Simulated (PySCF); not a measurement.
# Excitation energy of Cl by level of theory

Cl [Ne] 3s2 3p5 (2P) → Cl [Ne] 3s1 3p6 (2S), as a difference of total energies. Computed with PySCF 2.14 in aug-cc-pV(5+d)Z, with no relativity, point nucleus. Correlated levels: valence: [Ne] frozen. The calculations carry no spin-orbit coupling.

| method | excitation energy (cm⁻¹) |
| --- | --- |
| UHF | 124320 |
| LDA | 94838 |
| PBE | 96758 |
| PBE0 | 103740 |
| r2SCAN | 102800 |
| r2SCAN0 | 107560 |
| MN15 | 97997 |
| HSE06 | 103750 |
| MP2 (valence) | 104300 |
| SCS-MP2 (valence) | 102310 |

Task: Which method comes closest to the reference value, and which is furthest?

Result: The reference is 85385 cm⁻¹ (measured; NIST levels, between the centres of gravity of the two terms). Closest: LDA (error 9453.6 cm⁻¹); furthest: UHF (error 38931 cm⁻¹).
